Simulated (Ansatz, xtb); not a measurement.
# A geometry optimisation of CuH6NOSi2 with r2SCAN-D4/def2-SVP

The starting geometry of this gas-phase singlet was built from a drawn formula by distance geometry and a force field; its bonds are those of `ON[SiH2][SiH2][Cu]`.

```xyz
11

Cu   -3.9202    2.3034   -2.0305
N     0.0783    1.9557   -0.4682
O     0.6734    1.6296   -1.6501
Si   -1.0936    0.6553   -0.0497
Si   -2.6479    0.5132   -1.6409
H     1.6220    1.7310   -1.4640
H    -0.4865    2.7931   -0.6759
H    -0.3714   -0.5995    0.0485
H    -1.7354    0.9960    1.2539
H    -2.0273    0.2324   -2.9141
H    -3.5835   -0.5526   -1.2487
```

Question: Predict what becomes of its bonds when it is optimised with r2SCAN-D4/def2-SVP.

Answer: A new bond forms, giving a structure given below by its coordinates. Contacts that close: Cu1–O3 (4.66 → 2.04 Å).

The energy falls by 0.92 eV over 32 steps:

```
step  E − E(last) (eV)
   1             0.921
   4             0.531
   8             0.515
  11             0.512
  15             0.509
  18             0.445
  22             0.151
  25             0.034
  29             0.000
  32             0.000
```

Final geometry (Å):

| atom | x (Å) | y (Å) | z (Å) |
| --- | --- | --- | --- |
| Cu | -1.4404 | 1.7191 | -2.7484 |
| N | -0.2499 | 2.0739 | -0.2434 |
| O | -0.0085 | 2.5954 | -1.5866 |
| Si | -1.0640 | 0.4372 | -0.2100 |
| Si | -2.7559 | 0.2244 | -1.8432 |
| H | 0.9562 | 2.5564 | -1.6754 |
| H | -0.7790 | 2.8208 | 0.2122 |
| H | 0.0449 | -0.5224 | -0.5261 |
| H | -1.3217 | 0.3874 | 1.2706 |
| H | -2.7887 | -1.2201 | -2.2400 |
| H | -4.0852 | 0.5852 | -1.2495 |

From the same start GFN2-xTB reaches the same bonding as this run.

No frequencies were run, so the end isn't proven a minimum. Run with Ansatz 0.2.0, 2.6 min on 2 threads of Arm Neoverse V2, on a shared host.
